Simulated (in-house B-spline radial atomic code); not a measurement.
Configurations of neutral zinc, with energies counted from [Ar] 3d10 4s2. Level of theory: scalar-relativistic (X2C) CAM-B3LYP, spin-polarised, spherical fractional occupations, exact exchange averaged over the configuration, Fermi nucleus of rms radius 3.9283 fm; calculated with a radial B-spline atomic code at the basis-set limit. Shells without spins written out take the highest spin.

Occupations are held fixed; configurations that lie above the ionisation limit could autoionise.

```
            configuration  E - E(ref) (eV)  highest orbital  its <r> (bohr)
        [Ar] 3d10 4s1 5p1           7.6326            5p up           10.38
        [Ar] 3d10 4s1 5d1           8.5686            5d up           19.11
         [Ar] 3d9 4s2 5p1           15.238            5p up           9.928
[Ne] 3s2 3p5 3d10 4s2 4d1           91.303            4d up           9.349
[Ne] 3s2 3p5 3d10 4s2 4f1           92.071            4f up           17.44
[Ne] 3s2 3p5 3d10 4s2 5f1           92.364            5f up           29.75
```

**Question.** Order these further configurations by energy, lowest first.
A. [Ar] 3d10 4s1 5s1
B. [Ne] 3s2 3p5 3d10 4s2 5s1
C. [Ar] 3d10 4s1 4p1
D. [Ne] 3s2 3p5 3d10 4s2 5p1
E. [Ne] 3s2 3p5 3d10 4s2 4p1

**Answer.** C (4.2066 eV), A (6.7716 eV), E (86.958 eV), B (90.053 eV), D (90.988 eV).

**Question.** How far above the reference does [Ar] 3d9 4s2 5s1 lie?

**Answer.** 14.305 eV; its least bound orbital is 5s up with <r> = 7.378 bohr.
